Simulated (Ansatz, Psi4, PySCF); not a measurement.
C2H9AsIn (SMILES [CH3][In+]([CH3])<-[AsH3]), charge +1, singlet, geometry from GFN2-xTB (such geometries of metal compounds can be far from the true shape) (all electrons, no relativity). Base run: CAMB3LYP/STO-3G run with PySCF.

Geometry (Å):
```xyz
13

In     0.0145     1.0074     0.3907
C      1.7655     1.7216    -0.8643
H      2.6036     1.0598    -0.6461
H      1.9911     2.7517    -0.5906
H      1.4623     1.6456    -1.9083
C     -1.7278     0.7234     1.8173
H     -2.5988     0.4718     1.2124
H     -1.8804     1.6520     2.3660
H     -1.4613    -0.0943     2.4868
As    -0.0288    -1.9212    -0.7489
H      0.4889    -3.0794     0.0312
H      0.6723    -2.3774    -1.9807
H     -1.2649    -2.6641    -1.1191
```
Charge +1, spin multiplicity 1.
All else is at PySCF's defaults.

The same geometry, method and basis name were run in Ansatz (a quantum-chemistry and plane-wave program) and Psi4 and PySCF, at each program's defaults and at the settings that a row names. The base is PySCF at its defaults. Differences at the defaults can come from grids, fitting, cores and function types together.

```tsv
code and settings	ΔE vs base (µEh)	basis functions	E (Eh)	SCF cycles
PySCF, defaults (exact integrals, its default grid, spherical functions)	0.0	64	-7976.15102	8
Ansatz, defaults (factorised integrals, its default grid, spherical functions)	2.0	64	-7976.15102	-
PySCF, fine grid	0.0	64	-7976.15102	8
Psi4, exact integrals, spherical functions, fine grid	30.0	64	-7976.15099	11
Ansatz, high accuracy	-1.0	64	-7976.15102	-
```
